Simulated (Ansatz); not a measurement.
The inner images of a band of C₂H₃BO (7 atoms, charge 0, multiplicity 1) are given out of order.

Level of theory: Ansatz, RKS PBE-D4/def2-mTZVP.

Image 0:

```xyz
7
Properties=species:S:1:pos:R:3
C -0.159 -0.042 1.815
C 0.053 0.143 0.628
B 0.324 0.385 -0.855
O -0.133 -0.471 -1.817
H -0.340 -0.197 2.861
H 0.949 1.336 -1.236
H -0.633 -1.222 -1.442
```

Image 8:

```xyz
7
Properties=species:S:1:pos:R:3
C -0.109 0.062 2.001
C -0.006 0.068 0.787
B 0.172 0.159 -0.722
O -0.373 -0.816 -1.511
H -0.208 0.042 3.069
H 0.783 1.074 -1.214
H -0.198 -0.657 -2.456
```

Put them in order from the first end to the last, with their energies above the first end.
A.
```xyz
7
Properties=species:S:1:pos:R:3
C -0.124 0.057 1.939
C 0.114 0.116 0.745
B 0.308 0.234 -0.764
O -0.019 -0.876 -1.502
H -0.321 -0.004 2.992
H 0.759 1.256 -1.226
H -0.656 -0.853 -2.229
```
B.
```xyz
7
Properties=species:S:1:pos:R:3
C -0.103 0.054 1.982
C 0.119 0.091 0.785
B 0.242 0.183 -0.730
O -0.311 -0.843 -1.444
H -0.318 0.004 3.032
H 0.762 1.130 -1.266
H -0.329 -0.688 -2.405
```
C.
```xyz
7
Properties=species:S:1:pos:R:3
C -0.122 0.046 1.931
C 0.062 0.114 0.727
B 0.305 0.255 -0.775
O 0.085 -0.799 -1.630
H -0.286 -0.019 2.990
H 0.766 1.291 -1.193
H -0.748 -0.956 -2.096
```
D.
```xyz
7
Properties=species:S:1:pos:R:3
C -0.129 0.013 1.895
C -0.016 0.076 0.680
B 0.291 0.296 -0.803
O 0.015 -0.532 -1.854
H -0.240 -0.051 2.962
H 0.852 1.307 -1.127
H -0.712 -1.176 -1.799
```
E.
```xyz
7
Properties=species:S:1:pos:R:3
C -0.119 0.052 1.955
C 0.151 0.105 0.768
B 0.296 0.209 -0.745
O -0.172 -0.878 -1.434
H -0.351 -0.008 2.999
H 0.762 1.202 -1.251
H -0.507 -0.749 -2.336
```
F.
```xyz
7
Properties=species:S:1:pos:R:3
C -0.120 0.031 1.920
C 0.015 0.098 0.709
B 0.296 0.274 -0.784
O 0.093 -0.662 -1.763
H -0.256 -0.038 2.984
H 0.792 1.306 -1.158
H -0.759 -1.078 -1.953
```
G.
```xyz
7
Properties=species:S:1:pos:R:3
C -0.148 -0.018 1.851
C -0.004 0.078 0.643
B 0.296 0.339 -0.833
O -0.091 -0.463 -1.867
H -0.268 -0.093 2.915
H 0.921 1.315 -1.142
H -0.644 -1.226 -1.612
```

G (+0.02 eV), D (+0.16 eV), F (+0.47 eV), C (+0.65 eV), A (+0.48 eV), E (+0.21 eV), B (+0.06 eV).

Time of the run: 14 min on 1 thread of AMD EPYC (Zen 3) (shared host), peak memory 0.15 GiB.
